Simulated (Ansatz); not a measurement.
Ansatz (a first-principles code) input (BLYP/def2-TZVPD):

Ansatz 0.2 input:
```yaml
crystal:
  periodic: [false, false, false]
  atoms:
    - {symbol: Zn, position_ang: [-0.00000000, -0.00000000, -1.62891379]}
    - {symbol: I, position_ang: [0.00000000, 0.00000000, 0.92202668]}
basis:
  gaussian:
    orbitals: def2-TZVPD
hamiltonian:
  xc: {name: BLYP}
magnetization: {spin_polarized: true, initial_magnetization: 1}
output: {forces: true}
```

Output:

```
Functional definition: BLYP
integrals: 0.04 GiB planned
878 factors; their error is unknown
mean field: 0.36 GiB planned
mean field evaluation 1: about -56520.0992 eV, gradient 3.3e1 eV
mean field evaluation 2: about -56498.6655 eV, gradient 9.0e1 eV
mean field evaluation 4: about -56522.1880 eV, gradient 7.3e0 eV
mean field evaluation 8: about -56522.5257 eV, gradient 1.2e-1 eV
mean field evaluation 16: about -56522.4858 eV, gradient 3.6e-5 eV
mean field evaluation 32: about -56522.0057 eV, gradient 7.4e0 eV
mean field -56522.48579428 eV, -2077.1630406230 hartree, gradient 3.7e-5 eV, S^2 0.751673; 3 other end points of the search recorded, 0 dependent functions left out
the calculation of the forces begins
reference -56522.48605025 eV, -2077.1630500297 hartree; 28, 27 occupied and 82, 83 virtual orbitals, 878 factors
Total energy: -56522.48605025 eV, -2077.1630500297 hartree
Atom 0 at    -0.000000    -0.000000    -1.628914 Å, force     0.000000    -0.000000    -0.171532 eV/Å
Atom 1 at     0.000000     0.000000     0.922027 Å, force     0.000000     0.000000     0.171532 eV/Å
Dipole moment:     0.000000     0.000000    -0.441527 e Å
```

The spin state was set by rule; other spins were not relaxed.
